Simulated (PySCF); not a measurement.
Compound: C₆H₁₃NSi.
SMILES: `C1C(C1)N1CCC[SiH2]1`

The closed-shell ground state was solved at several levels (PySCF, density fitting, gas phase, non-relativistic). Geometry: PBE0-D3(BJ)/def2-SVP, one conformer, isolated molecule.

```
            level  basis functions  HOMO (eV)  LUMO (eV)  gap (eV)  dipole (D)
wB97X-D/def2-SVPD              268      -7.97       2.20     10.17        0.80
   B97-2/pcSseg-1              208      -5.87       1.03      6.90        0.79
```

(1) Estimate the row for PBE0/pcSseg-1, a basis of 208 functions; the other rows only guide the guess.

(2) Over all these levels, which gives the widest orbital gap and which the narrowest?

(3) How far do the dipole and the HOMO energy spread over the levels?

Results:

(1) HOMO -6.12 eV, LUMO 1.00 eV, gap 7.12 eV, dipole 0.81 D.

(2) wB97X-D/def2-SVPD (range-separated hybrid) has the widest, 10.17 eV, and B97-2/pcSseg-1 (global hybrid, 21 % exact exchange) the narrowest, 6.90 eV. Functional and basis both differ between the two, so the spread mixes both effects.

(3) The dipole runs from 0.79 to 0.81 D (mean 0.80 D) and the HOMO from -7.97 to -5.87 eV.
